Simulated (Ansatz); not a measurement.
`[OH][SnH2][Br]` + H₂ → `[OH][SnH3]` + HBr at 700 K and 1 bar (hydrogenolysis of the Sn–Br bond).

Computed with Ansatz on PBE0-D4/def2-TZVP structures; ΔE is electronic, products minus reactants. CCSD(T)/CBS is the MP2 limit (def2-TZVPP, def2-QZVPP) plus CCSD(T) − MP2 in def2-TZVPP, frozen cores. This one scheme is used for every species. def2 core potentials past Kr. For Br, Sn outer-core shells are correlated without core-valence functions, which leaves a few kJ/mol of doubt a bond. Scalar relativity is left out up to krypton. Each species was taken in one conformer, which may not be the lowest.

```json
{"species": "`[OH][SnH2][Br]`", "CCSD(T)/CBS energy (Eh)": "-2864.37583", "H − E (kJ/mol)": "128.5", "S (J/(mol·K))": "413.4"}
{"species": "H₂", "CCSD(T)/CBS energy (Eh)": "-1.17544", "H − E (kJ/mol)": "46.8", "S (J/(mol·K))": "155.3"}
{"species": "`[OH][SnH3]`", "CCSD(T)/CBS energy (Eh)": "-291.59405", "H − E (kJ/mol)": "135.8", "S (J/(mol·K))": "359.4"}
{"species": "HBr", "CCSD(T)/CBS energy (Eh)": "-2573.91920", "H − E (kJ/mol)": "36.5", "S (J/(mol·K))": "223.7"}
```

H − E and S are ideal-gas, rigid-rotor, harmonic terms from PBE0-D4/def2-TZVP, for one conformer and one mirror image of each species. The MP2-based limit puts H₂ 0.8 mEh under its directly extrapolated value; such offsets cancel only in part. 1 Eh = 2625.50 kJ/mol, R = 8.31446 J/(mol·K).

Problem. By hand: ΔE, ΔH, ΔS and ΔG.

Solution. ΔE = (-291.59405) + (-2573.91920) − (-2864.37583) − (-1.17544) = 0.03802 Eh = 99.8 kJ/mol. Δ(H − E) = 135.8 + 36.5 − 128.5 − 46.8 = -3.0, so ΔH = 96.8 kJ/mol. ΔS = 359.4 + 223.7 − 413.4 − 155.3 = 14.4 J/(mol·K). ΔG = 96.8 − 700 × (14.4)/1000 = 86.7 kJ/mol.

Problem. By hand: the equilibrium constant, and the temperature at which ΔG would vanish if ΔH and ΔS stayed fixed.

Solution. log₁₀ K = −ΔG/(RT ln 10) = -6.5. ΔG = 0 at ΔH/ΔS = 6722 K, far beyond where these terms or the molecules hold.

The number of gas molecules stays the same, so ΔS is small and ΔH decides. A doubt of 5 kJ/mol in ΔE shifts log₁₀ K by 0.4 here. Other conformers and mirror images would add mixing entropy, several J/(mol·K) or more a flexible species. These are equilibria of isolated gas molecules and say nothing of rates. Largest T1 diagnostic: 0.014 (customary marks: 0.02 for closed shells, 0.045 for open ones).
